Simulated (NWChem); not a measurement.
Species: AgH$_{3}$O$_{2}$; SMILES [OH][Ag]<-[OH2]

```xyz
6

Ag     0.0192    -0.0707    -0.0084
O     -0.1083    -2.0442     0.0543
H      0.6725    -2.3992    -0.3867
O      0.0020     2.1278    -0.0080
H      0.0304     2.5326     0.8670
H     -0.7557     2.5230    -0.4555
```
Atoms are numbered in this order, from 1.

All runs: NWChem. Geometry: optimised at PBE0/def2-SVP. def2 effective core potentials on Ag; no spin-orbit coupling.

Order these by “dipole (D)”, lowest first: PBE/def2-TZVP; PBE/def2-SVP; PBE/def2-SVPD.

PBE/def2-SVP (6.29), PBE/def2-TZVP (6.54), PBE/def2-SVPD (6.75)
